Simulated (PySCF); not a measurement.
Ge, charge +1, doublet; CAMB3LYP/cc-pVTZ (PySCF).

PySCF was given this input:
```python
from pyscf import gto, scf, dft

mol = gto.Mole()
mol.atom = '''
    Ge    0.00000000    0.00000000    0.00000000
'''
mol.basis = 'cc-pvtz'
mol.charge = 1
mol.spin = 1
mol.verbose = 4
mol.build()

mf = dft.UKS(mol)
mf.xc = 'camb3lyp'
mf.kernel()
```

The log (banner, timings and long lists left out):

```
PySCF version 2.14.0

[INPUT] verbose = 4
[INPUT] num. atoms = 1
[INPUT] num. electrons = 31
[INPUT] charge = 1
[INPUT] spin (= nelec alpha-beta = 2S) = 1
[INPUT] symmetry False subgroup None
[INPUT] Mole.unit = angstrom
[INPUT] Symbol           X                Y                Z      unit          X                Y                Z       unit  Magmom
[INPUT]  1 Ge     0.000000000000   0.000000000000   0.000000000000 AA    0.000000000000   0.000000000000   0.000000000000 Bohr   0.0

nuclear repulsion = 0
number of shells = 10
number of NR pGTOs = 111
number of NR cGTOs = 43
basis = cc-pvtz
ecp = {}

******** <class 'pyscf.dft.uks.UKS'> ********
method = UKS
initial guess = minao
damping factor = 0
level_shift factor = 0
DIIS = <class 'pyscf.scf.diis.CDIIS'>
diis_start_cycle = 1
diis_space = 8
diis_damp = 0
SCF conv_tol = 1e-09
SCF conv_tol_grad = None
SCF max_cycles = 50
direct_scf = True
direct_scf_tol = 1e-13
number electrons alpha = 16  beta = 15
XC library pyscf.dft.libxc version 7.1.2
    S. Lehtola, C. Steigemann, M. J. T. Oliveira, and M. A. L. Marques,  SoftwareX 7, 1–5 (2018)
XC functionals = camb3lyp
    T. Yanai, D. P. Tew, and N. C. Handy,  Chem. Phys. Lett. 393, 51 (2004)
radial grids:
    Treutler-Ahlrichs [JCP 102, 346 (1995); DOI:10.1063/1.469408] (M4) radial grids

becke partition: Becke, JCP 88, 2547 (1988); DOI:10.1063/1.454033
pruning grids: <function nwchem_prune>
grids dens level: 3
symmetrized grids: False
atomic radii adjust function: <function treutler_atomic_radii_adjust>
small_rho_cutoff = 0
Set gradient conv threshold to 3.16228e-05
tot grids = 20640
init E= -2076.33305205614

cycle= 1 E= -2076.74283856375  delta_E= -0.41  |g|= 0.308  |ddm|= 0.673
cycle= 2 E= -2076.77552168439  delta_E= -0.0327  |g|= 0.243  |ddm|= 0.465
cycle= 3 E= -2076.78729356487  delta_E= -0.0118  |g|= 0.0134  |ddm|= 0.153
cycle= 4 E= -2076.7875239517  delta_E= -0.00023  |g|= 0.00297  |ddm|= 0.0417
cycle= 5 E= -2076.78753530605  delta_E= -1.14e-05  |g|= 0.000276  |ddm|= 0.00872
cycle= 6 E= -2076.78753539476  delta_E= -8.87e-08  |g|= 1.37e-05  |ddm|= 0.000743
cycle= 7 E= -2076.78753539496  delta_E= -2.05e-10  |g|= 1.32e-06  |ddm|= 3.88e-05
Extra cycle  E= -2076.78753539497  delta_E= -4.09e-12  |g|= 3.72e-07  |ddm|= 3.35e-06
converged SCF energy = -2076.78753539497  <S^2> = 0.75269907  2S+1 = 2.0026973
```
